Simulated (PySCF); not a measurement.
H5GeSi, doublet, geometry from GFN2-xTB, atoms displaced at random by about 0.03 Å a coordinate; PySCF with HF/cc-pVDZ, gradient by finite differences.

Here is a job for PySCF.
```python
from pyscf import gto, scf

mol = gto.M(
    atom='''
Si    1.58033684   -0.15639327    0.20027069
Ge   -0.71674080    0.10639760   -0.07423896
H     2.39596552    0.97355663   -0.34948895
H     2.15693821   -1.37059973   -0.29633586
H    -1.52575473   -0.28680501    1.16274175
H    -1.16180678    1.47162363   -0.34019613
H    -1.37664311   -0.68541236   -1.20183712
''',
    basis='cc-pvdz',
    spin=1,
    verbose=4,
)

mf = scf.UHF(mol)
mf.conv_tol = 1e-11
mf.kernel()
scan, done = mf.as_scanner(), []
scan.scf_summary = {}
def energy(d):
    c = mol.atom_coords()
    c[1, 1] += d
    e = scan(mol.set_geom_(c, unit='Bohr', inplace=False))
    done.append(scan.converged)
    return e
h = 1e-4
fd = (energy(h) - energy(-h)) / (2 * h)
print('dE/dx =', fd)
```

It wrote (shortened):

```
PySCF version 2.14.0

[INPUT] verbose = 4
[INPUT] num. atoms = 7
[INPUT] num. electrons = 51
[INPUT] charge = 0
[INPUT] spin (= nelec alpha-beta = 2S) = 1
[INPUT] symmetry False subgroup None
[INPUT] Mole.unit = angstrom
[INPUT] Symbol           X                Y                Z      unit          X                Y                Z       unit  Magmom
[INPUT]  1 Si     1.580336840000  -0.156393270000   0.200270690000 AA    2.986403812161  -0.295540448025   0.378456754878 Bohr   0.0
[INPUT]  2 Ge    -0.716740800000   0.106397600000  -0.074238960000 AA   -1.354443814302   0.201062324311  -0.140291302173 Bohr   0.0
[INPUT]  3 H      2.395965520000   0.973556630000  -0.349488950000 AA    4.527718636701   1.839755397455  -0.660438399062 Bohr   0.0
[INPUT]  4 H      2.156938210000  -1.370599730000  -0.296335860000 AA    4.076022484510  -2.590058116103  -0.559993616287 Bohr   0.0
[INPUT]  5 H     -1.525754730000  -0.286805010000   1.162741750000 AA   -2.883258572960  -0.541982920053   2.197263461097 Bohr   0.0
[INPUT]  6 H     -1.161806780000   1.471623630000  -0.340196130000 AA   -2.195496623863   2.780965619138  -0.642877514337 Bohr   0.0
[INPUT]  7 H     -1.376643110000  -0.685412360000  -1.201837120000 AA   -2.601478449169  -1.295241642792  -2.271143003136 Bohr   0.0

nuclear repulsion = 164.624361278648
number of shells = 26
number of NR pGTOs = 153
number of NR cGTOs = 70
basis = cc-pvdz
ecp = {}

******** <class 'pyscf.scf.uhf.UHF'> ********
method = UHF
initial guess = minao
damping factor = 0
level_shift factor = 0
DIIS = <class 'pyscf.scf.diis.CDIIS'>
diis_start_cycle = 1
diis_space = 8
diis_damp = 0
SCF conv_tol = 1e-11
SCF conv_tol_grad = None
SCF max_cycles = 50
direct_scf = True
direct_scf_tol = 1e-13
number electrons alpha = 26  beta = 25
Set gradient conv threshold to 3.16228e-06
init E= -2366.31198150858

cycle= 1 E= -2367.08594702795  delta_E= -0.774  |g|= 0.165  |ddm|= 1.32
cycle= 2 E= -2367.11719632383  delta_E= -0.0312  |g|= 0.051  |ddm|= 0.249
cycle= 3 E= -2367.12094633099  delta_E= -0.00375  |g|= 0.0187  |ddm|= 0.0815
cycle= 4 E= -2367.12155142669  delta_E= -0.000605  |g|= 0.00614  |ddm|= 0.0368
cycle= 5 E= -2367.12164942074  delta_E= -9.8e-05  |g|= 0.00252  |ddm|= 0.0164
cycle= 6 E= -2367.12166889842  delta_E= -1.95e-05  |g|= 0.000944  |ddm|= 0.00878
cycle= 7 E= -2367.12167172683  delta_E= -2.83e-06  |g|= 0.000334  |ddm|= 0.00345
cycle= 8 E= -2367.12167208797  delta_E= -3.61e-07  |g|= 0.00011  |ddm|= 0.0012
cycle= 9 E= -2367.1216721284  delta_E= -4.04e-08  |g|= 4.17e-05  |ddm|= 0.000483
cycle= 10 E= -2367.12167213416  delta_E= -5.76e-09  |g|= 1.24e-05  |ddm|= 0.00022
cycle= 11 E= -2367.12167213457  delta_E= -4.07e-10  |g|= 4.45e-06  |ddm|= 4.78e-05
cycle= 12 E= -2367.12167213462  delta_E= -5.37e-11  |g|= 1.59e-06  |ddm|= 1.6e-05
cycle= 13 E= -2367.12167213463  delta_E= -1.09e-11  |g|= 5.55e-07  |ddm|= 6.28e-06
cycle= 14 E= -2367.12167213463  delta_E= 3.64e-12  |g|= 1.86e-07  |ddm|= 2.15e-06
Extra cycle  E= -2367.12167213463  delta_E= -6.37e-12  |g|= 1.12e-07  |ddm|= 3.16e-07
converged SCF energy = -2367.12167213463  <S^2> = 0.75781823  2S+1 = 2.007803
Create scanner for <class 'pyscf.scf.uhf.UHF'>

WARN: Mole.unit (angstrom) is changed to Bohr

New geometry
   1 Si     1.580336840000  -0.156393270000   0.200270690000 AA    2.986403812161  -0.295540448025   0.378456754878 Bohr
   2 Ge    -0.716740800000   0.106450517721  -0.074238960000 AA   -1.354443814302   0.201162324311  -0.140291302173 Bohr
   3 H      2.395965520000   0.973556630000  -0.349488950000 AA    4.527718636701   1.839755397455  -0.660438399062 Bohr
   4 H      2.156938210000  -1.370599730000  -0.296335860000 AA    4.076022484510  -2.590058116103  -0.559993616287 Bohr
   5 H     -1.525754730000  -0.286805010000   1.162741750000 AA   -2.883258572960  -0.541982920053   2.197263461097 Bohr
   6 H     -1.161806780000   1.471623630000  -0.340196130000 AA   -2.195496623863   2.780965619138  -0.642877514337 Bohr
   7 H     -1.376643110000  -0.685412360000  -1.201837120000 AA   -2.601478449169  -1.295241642792  -2.271143003136 Bohr

******** <class 'pyscf.scf.hf.UHF_Scanner'> ********
method = UHF_Scanner
initial guess = minao
damping factor = 0
level_shift factor = 0
DIIS = <class 'pyscf.scf.diis.CDIIS'>
diis_start_cycle = 1
diis_space = 8
diis_damp = 0
SCF conv_tol = 1e-11
SCF conv_tol_grad = None
SCF max_cycles = 50
direct_scf = True
direct_scf_tol = 1e-13
number electrons alpha = 26  beta = 25
Set gradient conv threshold to 3.16228e-06
init E= -2367.12167181806
cycle= 1 E= -2367.12166994876  delta_E= 1.87e-06  |g|= 8.17e-06  |ddm|= 2.9e-05
cycle= 2 E= -2367.12166994882  delta_E= -5.28e-11  |g|= 1.79e-06  |ddm|= 1.14e-05
cycle= 3 E= -2367.12166994883  delta_E= -1e-11  |g|= 5.92e-07  |ddm|= 3.07e-06
cycle= 4 E= -2367.12166994883  delta_E= -5.91e-12  |g|= 1.79e-07  |ddm|= 1.58e-06
Extra cycle  E= -2367.12166994883  delta_E= 5e-12  |g|= 1.05e-07  |ddm|= 4.26e-07
converged SCF energy = -2367.12166994883  <S^2> = 0.75781824  2S+1 = 2.007803

WARN: Mole.unit (angstrom) is changed to Bohr

New geometry
   1 Si     1.580336840000  -0.156393270000   0.200270690000 AA    2.986403812161  -0.295540448025   0.378456754878 Bohr
   2 Ge    -0.716740800000   0.106344682279  -0.074238960000 AA   -1.354443814302   0.200962324311  -0.140291302173 Bohr
   3 H      2.395965520000   0.973556630000  -0.349488950000 AA    4.527718636701   1.839755397455  -0.660438399062 Bohr
   4 H      2.156938210000  -1.370599730000  -0.296335860000 AA    4.076022484510  -2.590058116103  -0.559993616287 Bohr
   5 H     -1.525754730000  -0.286805010000   1.162741750000 AA   -2.883258572960  -0.541982920053   2.197263461097 Bohr
   6 H     -1.161806780000   1.471623630000  -0.340196130000 AA   -2.195496623863   2.780965619138  -0.642877514337 Bohr
   7 H     -1.376643110000  -0.685412360000  -1.201837120000 AA   -2.601478449169  -1.295241642792  -2.271143003136 Bohr

******** <class 'pyscf.scf.hf.UHF_Scanner'> ********
method = UHF_Scanner
initial guess = minao
damping factor = 0
level_shift factor = 0
DIIS = <class 'pyscf.scf.diis.CDIIS'>
diis_start_cycle = 1
diis_space = 8
diis_damp = 0
SCF conv_tol = 1e-11
SCF conv_tol_grad = None
SCF max_cycles = 50
direct_scf = True
direct_scf_tol = 1e-13
number electrons alpha = 26  beta = 25
Set gradient conv threshold to 3.16228e-06
init E= -2367.12167058119
cycle= 1 E= -2367.12167431691  delta_E= -3.74e-06  |g|= 1.63e-05  |ddm|= 5.8e-05
cycle= 2 E= -2367.12167431717  delta_E= -2.52e-10  |g|= 3.56e-06  |ddm|= 2.28e-05
cycle= 3 E= -2367.12167431719  delta_E= -2.46e-11  |g|= 1.17e-06  |ddm|= 6.08e-06
cycle= 4 E= -2367.12167431719  delta_E= -2.27e-12  |g|= 3.49e-07  |ddm|= 3.09e-06
Extra cycle  E= -2367.12167431719  delta_E= 3.18e-12  |g|= 2.03e-07  |ddm|= 8.2e-07
converged SCF energy = -2367.12167431719  <S^2> = 0.75781814  2S+1 = 2.0078029
dE/dx = 0.02184181767006521
```
